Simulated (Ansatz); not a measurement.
Reaction (ligand exchange at the Si–C bond): `CO[SiH2]CF` + `F[SiH](F)S` → `CO[SiH2]S[SiH](F)F` + `CF`

Computed with Ansatz on PBE0-D4/def2-TZVP structures; ΔE is electronic, products minus reactants. CCSD(T)/CBS adds triple-zeta CCSD(T) − MP2 to the extrapolated MP2 energy (def2 sets, frozen cores). This one scheme is used for every species. Functionals use def2-TZVPP. Each species was taken in one conformer, which may not be the lowest.

`CO[SiH2]CF`:

```xyz
12

C     1.714   -0.730   -0.435
O     0.388   -0.872   -0.898
Si   -0.932   -0.545    0.014
C    -1.138    1.307    0.332
F    -0.074    1.787    1.097
H     2.379   -1.204   -1.159
H     1.853   -1.216    0.537
H     1.990    0.324   -0.338
H    -0.834   -1.229    1.334
H    -2.113   -1.014   -0.752
H    -1.163    1.876   -0.604
H    -2.069    1.514    0.872
```

`F[SiH](F)S`:

Cartesian coordinates in Å:
```
F 0.659 1.568 -0.009
Si 0.130 0.146 -0.467
F 1.416 -0.777 -0.532
S -1.291 -0.615 0.886
H -0.476 0.249 -1.803
H -0.438 -0.572 1.925
```

`CO[SiH2]S[SiH](F)F`:

Cartesian coordinates in Å:
```
C -1.181 1.517 0.346
O -0.660 0.592 -0.586
Si 0.883 0.558 -1.131
S 1.502 -1.490 -1.148
Si 0.346 -2.074 0.515
F 0.530 -1.061 1.726
F 0.921 -3.473 0.989
H -0.417 1.845 1.058
H -1.986 1.030 0.898
H -1.586 2.392 -0.170
H 1.004 1.029 -2.530
H 1.735 1.373 -0.229
H -1.091 -2.236 0.261
```

`CF`:

```xyz
5

C     0.017    0.038   -0.045
F    -0.370   -0.812    0.966
H     0.954   -0.323   -0.475
H     0.159    1.040    0.366
H    -0.760    0.058   -0.812
```

CCSD(T)/CBS gives -22.0 kcal/mol.

(1) Another level gave -20.7 kcal/mol. Which?
A. MP2/def2-TZVPP
B. PBE0/def2-TZVPP
C. PBE/def2-TZVPP
D. SCS-MP2/def2-TZVPP

Largest T1 diagnostic among the species: 0.012.

## Answers

(1) B. PBE0 -20.7, SCS-MP2/def2-TZVPP -21.9, MP2/def2-TZVPP -23.1, PBE -19.6 kcal/mol.

From PBE to PBE0 (25 % exact exchange), in def2-TZVPP and without D4, ΔE moves by −1.1 kcal/mol. The D4 term adds −2.7 kcal/mol with B3LYP and −1.5 kcal/mol with PBE0; it sums over pairs of atoms, weighted by their polarisabilities, and B3LYP, whose exchange is more repulsive, gets the larger term.

B3LYP here is the variant with VWN-RPA as its local correlation; programs differ in this.
